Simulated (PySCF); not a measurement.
The PySCF input:
```python
from pyscf import gto, scf

mol = gto.M(
    atom='''
Te   -0.00025533    0.04223806    0.00196862
H    -1.17931590   -1.10419009   -0.07625629
H     1.19259301   -1.09218903   -0.02611171
''',
    basis='def2-tzvp',
    ecp={'Te': 'def2-tzvp'},
    charge=1,
    spin=1,
    verbose=4,
    symmetry=True,
)

mf = scf.UHF(mol)
mf.kernel()
mf.analyze()
```

Estimate the number of basis functions that PySCF with HF/def2-TZVP returns for this input.

62

Predict the nuclear repulsion energy from HF/def2-TZVP.

15.6510 Eh

What is the computed total energy (HF/def2-TZVP)?

-267.857972 Ha

What is the computed HOMO energy (HF/def2-TZVP)?

-18.11 eV

These values belong to the state on which the SCF converged, which isn't shown to be the lowest.
